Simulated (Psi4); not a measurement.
C₃H₉BFN, singlet, geometry from GFN2-xTB, atoms displaced at random by about 0.03 Å a coordinate; TPSS/STO-3G, gradient in Psi4.

The Psi4 input:
```
memory 2 GB

molecule mol {
0 1
  B     0.828715    0.283008    1.486859
  F     0.286267    0.648758    2.649881
  H     1.882001    0.179027    1.281402
  N    -0.158800    0.142307    0.482427
  C     0.157338   -0.269675   -0.974549
  C    -0.615121   -1.591239   -1.204887
  C    -0.390922    0.815769   -1.918347
  H    -1.089689    0.292286    0.578980
  H     1.188742   -0.390626   -1.027805
  H    -0.390761   -1.917553   -2.244950
  H    -0.292415   -2.312568   -0.569620
  H    -1.661309   -1.467981   -1.124887
  H    -0.114620    0.536933   -2.986139
  H    -1.389430    1.013993   -1.843805
  H     0.136487    1.770867   -1.645283
symmetry c1
no_reorient
no_com
}

set basis sto-3g
set reference rks

gradient('tpss')
print_variables()
```

Output, abridged:

```
gradient() will perform analytic gradient computation.

   => Loading Basis Set <=

    Name: STO-3G
    Role: ORBITAL
    Keyword: BASIS

         ---------------------------------------------------------
                                   SCF
               by Justin Turney, Rob Parrish, Andy Simmonett
                          and Daniel G. A. Smith
                              RKS Reference
         ---------------------------------------------------------

  ==> Geometry <==

    Molecular point group: c1
    Full point group: C1

    Geometry (in Angstrom), charge = 0, multiplicity = 1:

       Center              X                  Y                   Z               Mass
    ------------   -----------------  -----------------  -----------------  -----------------
         B            0.828715000000     0.283008000000     1.486859000000    11.009305360000
         F            0.286267000000     0.648758000000     2.649881000000    18.998403162730
         H            1.882001000000     0.179027000000     1.281402000000     1.007825032230
         N           -0.158800000000     0.142307000000     0.482427000000    14.003074004430
         C            0.157338000000    -0.269675000000    -0.974549000000    12.000000000000
         C           -0.615121000000    -1.591239000000    -1.204887000000    12.000000000000
         C           -0.390922000000     0.815769000000    -1.918347000000    12.000000000000
         H           -1.089689000000     0.292286000000     0.578980000000     1.007825032230
         H            1.188742000000    -0.390626000000    -1.027805000000     1.007825032230
         H           -0.390761000000    -1.917553000000    -2.244950000000     1.007825032230
         H           -0.292415000000    -2.312568000000    -0.569620000000     1.007825032230
         H           -1.661309000000    -1.467981000000    -1.124887000000     1.007825032230
         H           -0.114620000000     0.536933000000    -2.986139000000     1.007825032230
         H           -1.389430000000     1.013993000000    -1.843805000000     1.007825032230
         H            0.136487000000     1.770867000000    -1.645283000000     1.007825032230

  Running in c1 symmetry.

  Rotational constants: A =      0.23940  B =      0.05682  C =      0.05045 [cm^-1]
  Rotational constants: A =   7177.04623  B =   1703.34349  C =   1512.50342 [MHz]
  Nuclear repulsion =  232.278059612881890

  Charge       = 0
  Multiplicity = 1
  Electrons    = 48
  Nalpha       = 24
  Nbeta        = 24

  ==> Algorithm <==

  SCF Algorithm Type is DF.
  DIIS enabled.
  MOM disabled.
  Fractional occupation disabled.
  Guess Type is SAD.
  Energy threshold   = 1.00e-08
  Density threshold  = 1.00e-08
  Integral threshold = 1.00e-12

  ==> Primary Basis <==

  Basis Set: STO-3G
    Blend: STO-3G
    Number of shells: 27
    Number of basis functions: 39
    Number of Cartesian functions: 39
    Spherical Harmonics?: true
    Max angular momentum: 1

  ==> DFT Potential <==

   => LibXC <=

    Version 7.1.2
    S. Lehtola, C. Steigemann, M. J. T. Oliveira, and M. A. L. Marques,  SoftwareX 7, 1–5 (2018) (10.1016/j.softx.2017.11.002)

   => Composite Functional: TPSS <=

    TPSS Meta-GGA XC Functional

    J. Tao, et al., Phys. Rev. Lett., 91, 146401, 2003

    Deriv               =              1
    GGA                 =           TRUE
    Meta                =           TRUE

    Exchange Hybrid     =          FALSE
    MP2 Hybrid          =          FALSE

   => Exchange Functionals <=

    1.0000   XC_MGGA_X_TPSS

   => Correlation Functionals <=

    1.0000   XC_MGGA_C_TPSS

   => LibXC Density Thresholds  <==

    XC_MGGA_C_TPSS:  1.00E-15
    XC_MGGA_X_TPSS:  1.00E-15

   => Molecular Quadrature <=

    Radial Scheme          =       TREUTLER
    Pruning Scheme         =           NONE
    Nuclear Scheme         =       TREUTLER

    Blocking Scheme        =         OCTREE
    BS radius alpha        =              1
[...]
  @DF-RKS Final Energy:  -295.44050269375975
    Total Energy =                       -295.4405026937597540
[...]
         H           -1.661309000000    -1.467981000000    -1.124887000000     1.007825032230
         H           -0.114620000000     0.536933000000    -2.986139000000     1.007825032230
         H           -1.389430000000     1.013993000000    -1.843805000000     1.007825032230
         H            0.136487000000     1.770867000000    -1.645283000000     1.007825032230

  Nuclear repulsion =  232.278059612881890

  ==> Basis Set <==

  Basis Set: STO-3G
    Blend: STO-3G
    Number of shells: 27
    Number of basis functions: 39
    Number of Cartesian functions: 39
    Spherical Harmonics?: true
    Max angular momentum: 1

  ==> DFJKGrad: Density-Fitted SCF Gradients <==

    Gradient:                    1
    J tasked:                  Yes
    K tasked:                   No
    wK tasked:                  No
    Integrals threads:           1
    Schwarz Cutoff:          1E-12
    Fitting Condition:       1E-10

   => Auxiliary Basis Set <=

  Basis Set: (STO-3G AUX)
    Blend: DEF2-UNIVERSAL-JKFIT
    Number of shells: 204
    Number of basis functions: 616
    Number of Cartesian functions: 722
    Spherical Harmonics?: true
    Max angular momentum: 4

  ==> DFT Potential <==

   => LibXC <=

    Version 7.1.2
    S. Lehtola, C. Steigemann, M. J. T. Oliveira, and M. A. L. Marques,  SoftwareX 7, 1–5 (2018) (10.1016/j.softx.2017.11.002)

   => Composite Functional: TPSS <=

    TPSS Meta-GGA XC Functional

    J. Tao, et al., Phys. Rev. Lett., 91, 146401, 2003

    Deriv               =              1
    GGA                 =           TRUE
    Meta                =           TRUE

    Exchange Hybrid     =          FALSE
    MP2 Hybrid          =          FALSE

   => Exchange Functionals <=

    1.0000   XC_MGGA_X_TPSS

   => Correlation Functionals <=

    1.0000   XC_MGGA_C_TPSS

   => LibXC Density Thresholds  <==

    XC_MGGA_C_TPSS:  1.00E-15
    XC_MGGA_X_TPSS:  1.00E-15

   => Molecular Quadrature <=

    Radial Scheme          =       TREUTLER
    Pruning Scheme         =           NONE
    Nuclear Scheme         =       TREUTLER

    Blocking Scheme        =         OCTREE
    BS radius alpha        =              1
    Pruning alpha          =              1
    Radial Points          =             75
    Spherical Points       =            302
    Total Points           =         316200
    Total Blocks           =           2396
    Max Points             =            256
    Max Functions          =             38
    Weights Tolerance      =       1.00E-15

  -Total Gradient:
     Atom            X                  Y                   Z
    ------   -----------------  -----------------  -----------------
       1        0.097450981501    -0.017793150232    -0.013775907243
       2       -0.013205325048    -0.001435126987    -0.019001334920
       3       -0.071778178494     0.010680429506     0.012724471513
       4       -0.144578114704     0.028164627389     0.052794614120
       5        0.091975913583    -0.009065527904    -0.048133470382
       6       -0.023207455737    -0.037277043982     0.079562327288
       7       -0.107852256071    -0.013498140765     0.032907489809
       8        0.120349518964    -0.019881241210    -0.021127234727
       9       -0.061022362621     0.007052101725     0.008787759722
      10        0.004341459205     0.002980636649    -0.005046425695
      11       -0.026351378415     0.062583779056    -0.056193180307
      12        0.039096656833    -0.008343063108    -0.005703450994
      13        0.008968411998    -0.009549123264    -0.019921912521
      14        0.080492479499    -0.003795807572    -0.007904853357
      15        0.004832342991     0.009383913628     0.010263731384

  Variable Map:
  ----------------------------------------------------------------------------
[...]
  Array Variable Map:
  ----------------------------------------------------------------------------
[...]
[...]
```
